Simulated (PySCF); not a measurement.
PySCF input file for CH₆FNOSi, SMILES C[Si](N)(O)F, SMD-B3LYP/def2-SVP. Geometry optimised at ωB97X-D3(BJ)/def2-SVP. The structure was generated by enumeration, and PubChem lists no compound with its InChIKey, so it may never have been made. Other conformers were not sampled.

```python
import numpy as np
from pyscf import gto, scf, dft
from pyscf.solvent import smd

mol = gto.M(
    atom='''
    C     1.26468201   -1.31510850    0.12605531
    Si   -0.02895656    0.00981546    0.00461051
    N    -1.41254467   -0.57578018   -0.79723822
    O    -0.54651822    0.62485405    1.45648880
    F     0.68740444    1.27610137   -0.75349556
    H     1.52279954   -1.70417745   -0.87240354
    H     0.90684614   -2.15504436    0.74109800
    H     2.18907231   -0.92236906    0.57765554
    H    -1.36116401   -1.24048885   -1.55911303
    H    -2.29457706   -0.07760266   -0.77183285
    H    -0.07235876    1.39963347    1.77393409
    ''',
    basis='def2-SVP',
    charge=0,
    spin=0,
    max_memory=1600,
    verbose=3,
)
mf = dft.RKS(mol, xc='b3lyp').density_fit(auxbasis='def2-universal-jkfit')
mf.grids.level = 3
mf.conv_tol = 1e-9
mf.max_cycle = 100
mf.kernel()
res = {}
for name in ['water', 'toluene', 'n-hexane']:
    s = mf.SMD()
    s.with_solvent.solvent, s.with_solvent.sasa_ng = name, 194
    s.kernel(mf.make_rdm1())
    res[name] = (s.e_tot, s.with_solvent.get_cds(), s.dip_moment(), s.mo_energy, s.converged)
    print(f'SMD {name}: dG(solv) = {(s.e_tot - mf.e_tot) * 627.509474:.3f} kcal/mol, of which CDS {res[name][1] * 627.509474:.3f}')
```

Log of the run:

```
converged SCF energy = -560.905426521982
converged SCF energy = -560.913921171071
Dipole moment(X, Y, Z, Debye): -0.12992, -0.87109, -0.51864
SMD water: dG(solv) = -5.330 kcal/mol, of which CDS 4.209
converged SCF energy = -560.910143578904
Dipole moment(X, Y, Z, Debye): -0.22210, -0.84971, -0.38661
SMD toluene: dG(solv) = -2.960 kcal/mol, of which CDS 0.210
converged SCF energy = -560.909177288044
Dipole moment(X, Y, Z, Debye): -0.21503, -0.82691, -0.37435
SMD n-hexane: dG(solv) = -2.354 kcal/mol, of which CDS 0.086
```

Self-consistency was reached.
